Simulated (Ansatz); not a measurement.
H₇Si₃, SMILES [SiH3][SiH][SiH3], multiplicity 2.

The structure is a stationary point at B3LYP-D3(BJ)/def2-SVP. The isomer is the one that the SMILES or the coordinates give; other isomers of the formula were not compared.

Two levels are set side by side: PBE/def2-SVPD (Ansatz, a program for electronic structure) and CAM-B3LYP/def2-SVPD (Ansatz). Energy differences of separate SCF runs at the same geometry; the states with an electron removed or added have multiplicity 1 and 1. Differences are taken from unrounded values.

```json
[
 {"quantity": "vertical ionisation energy (eV)", "CAM-B3LYP": "8.04", "PBE": "7.95", "PBE minus CAM-B3LYP": "-0.08"},
 {"quantity": "vertical electron affinity (eV)", "CAM-B3LYP": "1.28", "PBE": "1.35", "PBE minus CAM-B3LYP": "0.07"}
]
```
